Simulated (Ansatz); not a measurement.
Reaction (silylene formation by 1,1-elimination): `N[SiH2]CCl` → `CCl` + `N[SiH]`

Computed with Ansatz on PBE0-D4/def2-TZVP structures; ΔE is electronic, products minus reactants. CCSD(T)/CBS is the MP2 limit (def2-TZVPP, def2-QZVPP) plus CCSD(T) − MP2 in def2-TZVPP, frozen cores. This one scheme is used for every species. Functionals use def2-TZVPP. B3LYP here is the variant with VWN-RPA as its local correlation; programs differ in this. Each species was taken in one conformer, which may not be the lowest.

`N[SiH2]CCl`:

Cartesian coordinates in Å:
```
N 0.108 -0.999 1.377
Si -0.670 -0.364 -0.008
C 0.371 0.832 -1.032
Cl 0.884 2.189 0.016
H 0.378 -0.386 2.129
H 0.745 -1.775 1.292
H -1.880 0.385 0.410
H -1.022 -1.509 -0.891
H 1.277 0.369 -1.426
H -0.190 1.258 -1.866
```

`CCl`:

Cartesian coordinates in Å:
```
C -0.010 -0.096 0.109
Cl 0.107 1.071 -1.220
H 0.857 -0.752 0.074
H -0.923 -0.673 -0.013
H -0.032 0.449 1.050
```

`N[SiH]`:

Cartesian coordinates in Å:
```
N 0.264 0.258 0.426
Si -1.141 0.105 -0.531
H 1.113 -0.278 0.329
H 0.322 0.927 1.179
H -0.558 -1.012 -1.403
```

(1) Is it downhill or uphill in electronic energy at CCSD(T)/CBS, and by how much? (Best estimate.)

(2) What do these levels give: BLYP-D4, PBE0-D4, B3LYP-D4, r2SCAN0-D4, ωB97M-V, MP2/def2-SVP? (Estimate.)

Largest T1 diagnostic among the species: 0.015.

## Answers

(1) Ansatz gave: Uphill: ΔE = +153.7 kJ/mol.

(2) Computed: BLYP-D4 131.2, PBE0-D4 159.0, B3LYP-D4 144.3, r2SCAN0-D4 169.7, ωB97M-V 147.6, MP2/def2-SVP 146.7 kJ/mol.

From PBE to PBE0 (25 % exact exchange), in def2-TZVPP and without D4, ΔE moves by +14.4 kJ/mol. At CCSD(T), def2-SVP lies −24.9 kJ/mol from the extrapolated value and def2-TZVPP −7.0 kJ/mol.
